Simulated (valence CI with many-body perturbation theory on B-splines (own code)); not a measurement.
**Tl LXI: magnetic and hyperfine properties of the levels**

Calculated by valence CI with perturbative core correlation (CI+MBPT): three valence electrons over a frozen Dirac-Fock core [Ar], a basis of 7 s, 7 p, 8 d, 6 f, 4 g, 1 h functions for each j, with the one-electron correlation potential Σ1, the two-electron term Σ2, the three-electron term Σ3, Breit, model QED; selected CI, second order for the rest, scaled by the run's own slope (own B-spline code, finite nucleus).

The last digits are not significant, and no measured levels were compared; by estimate large intervals hold to a few tenths of a per cent, small ones and those within an open d or f shell to about a per cent. Excitations out of the core, of the other parity, are not computed and may begin above about 262 eV (a cautious bound); beyond it only levels of the ground parity were kept, without lifetimes. Only levels of the ground parity were solved; by the run's estimate the other parity begins above the list, which can be wrong where configurations are misplaced.

A/g_I is the dipole constant over the nuclear g factor μ/I (μ in nuclear magnetons, uniformly magnetised nucleus), B/Q the quadrupole constant per barn. Both hold the static response of the core; the bare values leave it out. Large factors of s and p1/2 electrons are usually good to 5 to 10 %; those of open d and f shells near neutrality can be off by tens of per cent, and small factors of p3/2, d and f electrons come from cancelling terms and can be off by a factor of two or in sign, in half-filled shells by more. B is blank for J = 1/2, where it vanishes, and for nearly pure S terms. Energies count from the lowest level.

Levels are named by their leading jj configuration (3d3/2^4 stands for four electrons in 3d with j = 3/2), which in mixed levels can hold well under half, so a name can repeat and another be missing. Letters in brackets count levels of one name in rising energy.

| Level | E (eV) | g | A/g_I (MHz) | A/g_I bare | B/Q (MHz/b) | B/Q bare |
| --- | --- | --- | --- | --- | --- | --- |
| (3d3/2^3) J=3/2 | 0.00 | 0.736 | 149000 | 149000 | -95700 | -96600 |
| (3d3/2^2 3d5/2) J=5/2 [a] | 103.99 | 1.052 | 84600 | 85000 | -50800 | -51400 |
| (3d3/2^2 3d5/2) J=3/2 | 110.85 | 1.153 | 67900 | 68700 | -15100 | -15300 |
| (3d3/2^2 3d5/2) J=9/2 | 114.64 | 1.022 | 96100 | 96400 | 110000 | 111000 |
| (3d3/2^2 3d5/2) J=7/2 | 115.35 | 1.027 | 93300 | 93600 | 43800 | 44000 |
| (3d3/2^2 3d5/2) J=1/2 | 116.94 | 1.779 | -67900 | -64600 |  |  |
| (3d3/2^2 3d5/2) J=5/2 [b] | 144.23 | 1.210 | 57400 | 58500 | 168000 | 170000 |
| (3d3/2 3d5/2^2) J=7/2 [a] | 217.43 | 1.124 | 67200 | 67800 | -15700 | -15900 |
| (3d3/2 3d5/2^2) J=9/2 | 222.71 | 1.124 | 71800 | 72400 | 28800 | 28900 |
| (3d3/2 3d5/2^2) J=3/2 [a] | 228.86 | 1.093 | 82300 | 82800 | -92800 | -93500 |
| (3d3/2 3d5/2^2) J=1/2 | 232.18 | 1.530 | -32100 | -29900 |  |  |
| (3d3/2 3d5/2^2) J=11/2 | 233.02 | 1.076 | 81300 | 81800 | 196000 | 198000 |
| (3d3/2 3d5/2^2) J=5/2 [a] | 233.31 | 1.308 | 22200 | 23600 | 102000 | 102000 |
| (3d3/2 3d5/2^2) J=7/2 [b] | 243.80 | 1.076 | 84000 | 84500 | 37700 | 38200 |
| (3d3/2 3d5/2^2) J=5/2 [b] | 244.18 | 1.080 | 86100 | 86600 | -33000 | -33300 |
| (3d3/2 3d5/2^2) J=3/2 [b] | 267.67 | 0.859 | 136000 | 136000 | 129000 | 130000 |
| (3d5/2^3) J=9/2 | 336.43 | 1.164 | 57600 | 58400 | 10100 | 10200 |
| (3d5/2^3) J=3/2 | 352.19 | 1.151 | 59000 | 59700 | 4660 | 4680 |
| (3d5/2^3) J=5/2 | 363.51 | 1.165 | 57700 | 58500 | 9710 | 9790 |

Problem. Take the isotope of mass number 203, with I = 1/2, μ = 1.616 μN. What is the hyperfine structure of (3d3/2^3) J=3/2?

Solution. From the table A = 483000 MHz. Shifts from the centre of gravity in MHz: F = 1: -604000, F = 2: 362000.
